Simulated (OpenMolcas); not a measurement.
## neutral molybdenum: from CASSCF to CASPT2

| Quantity | Value |
| --- | --- |
| Program | OpenMolcas |
| Basis | ANO-RCC-VTZP [7s6p4d2f1g] |
| Scalar Hamiltonian | DKH2, point nucleus |
| Active space | 6 electrons in 6 orbitals (4d 5s) |
| State averaging | 2S+1 = 7 even, 1 root; 2S+1 = 5 even, 23 roots kept (CI in the orbitals of an earlier block); 2S+1 = 3 even, 30 roots kept (CI in the orbitals of an earlier block); 2S+1 = 1 even, 1 root kept (CI in the orbitals of an earlier block, 0 in the spin-orbit step) |
| Spin-orbit coupling | state interaction with AMFI integrals over the reference wave functions, term energies averaged over their components |

Methods on the same reference wave functions:
A. CASSCF
B. SS-CASPT2, IPEA 0.25 Eh, imaginary shift 0.1 Eh (closed shells correlated: 4s 4p)
C. MS-CASPT2, IPEA 0.25 Eh, imaginary shift 0.1 Eh (closed shells correlated: 4s 4p)
D. XMS-CASPT2, IPEA 0.25 Eh, imaginary shift 0.1 Eh (closed shells correlated: 4s 4p)

Energies in cm⁻¹ above 4d⁵ 5s ⁷S₃, the measured ground level; measured values from NIST Handbook of Basic Atomic Spectroscopic Data.

| Level | A | B | C | D | Measured |
| --- | --- | --- | --- | --- | --- |
| 4d⁵ 5s ⁷S₃ | 0.0 | 0.0 | 0.0 | 0.0 | 0.0 |
| 4d⁵ 5s ⁵S₂ | 16742 | 10960 | 10970 | 11880 | 10768 |
| 4d⁴ 5s² ⁵D₀ | 20779 | 11890 | 9840 | 5720 | 10966 |
| 4d⁴ 5s² ⁵D₁ | 20857 | 11980 | 9970 | 5860 |  |
| 4d⁴ 5s² ⁵D₂ | 21016 | 12150 | 10240 | 6130 |  |
| 4d⁴ 5s² ⁵D₃ | 21258 | 12400 | 10630 | 6540 |  |
| 4d⁴ 5s² ⁵D₄ | 21616 | 12730 | 11150 | 7070 |  |
| 4d⁵ 5s ⁵G₄ | 22756 | 18770 | 18770 | 18650 |  |
| 4d⁵ 5s ⁵G₅ | 22756 | 18770 | 18770 | 18650 |  |
| 4d⁵ 5s ⁵G₃ | 22756 | 18770 | 18770 | 18650 |  |
| 4d⁵ 5s ⁵G₆ | 22756 | 18770 | 18770 | 18650 |  |
| 4d⁵ 5s ⁵G₂ | 22756 | 18770 | 18770 | 18650 | 16641 |
| 4d⁵ 5s ⁵P₁ [72 %] | 25962 | 21070 | 20680 | 20040 |  |

Deviations, from unrounded energies. A percentage is the sum of absolute deviations over the sum of measured energies, with the sign that they share, or ± where signs differ.

```
                        Against measurement  Levels      A     B      C      D
             mean absolute deviation (cm-1)       3   7300  1100   1200   2800
other terms of the ground configuration (%)       2  +44.1  +8.5   +8.5  +11.4
                   other configurations (%)       1  +89.5  +8.5  -10.3  -47.8
```

B lies closest to measurement on these levels and A furthest from it. The largest miss of B in the table is 4d⁵ 5s ⁵G₂, by +2100 cm-1. The ranking rests on the paired levels alone, and a cruder setting can come out closer through cancelling errors.

Among B to D the level of the table that moves most is 4d⁴ 5s² ⁵D₀, by 6200 cm-1 (lowest in D, highest in B). Moves below CASPT2's spread within the term are not significant.

The two smallest mean deviations differ by little beside CASPT2's spread within terms, so their order carries little weight.

From A to B the spin-free energies of the other terms of 4d⁵ 5s shown, above ⁷S, scale by factors of 0.65 to 0.82.

The lowest spin-free term lies below A's lowest term by 0.399 hartree in B, 0.399 hartree in C, 0.399 hartree in D.

CASPT2 breaks the degeneracy within a term, and the mean is taken; among the terms shown or strongly mixed into the levels shown the widest spread is 1400 cm-1 (4d⁵ 5s ⁵G, D). Over all roots computed the reference weight is 0.81 to 0.91 in D; the roots of lowest weight are the least certain, and an intruder state may touch them. Some high roots are left out of the spin-orbit mixing, which shifts the levels that they would mix with. Terms from blocks run as CI alone lack orbitals of their own. Configurations are named by rounded mean occupations; where the s occupation lies near a half they are strongly mixed, a name can repeat and a true partner stay unpaired. A single d shell beside an s shell can misplace configurations of different d count against each other. Without dynamic correlation excited terms often stand tens of per cent too high (terms of higher spin than the ground term too low), and those without a measured partner can miss by more than the paired ones (holds for A). Measured partners are found by configuration, term and J. A level has none where our copy of the source lacks it or the pairing is in doubt (some pairs that miss far off the trend of their configuration count as doubtful), and it then counts in no deviation. Levels of configurations outside the active space are missing. The table leaves out levels that lie high or whose names do not pair safely across all columns.

A share in square brackets marks a mixed level and gives the weight of the term that names it, the lowest over the columns.
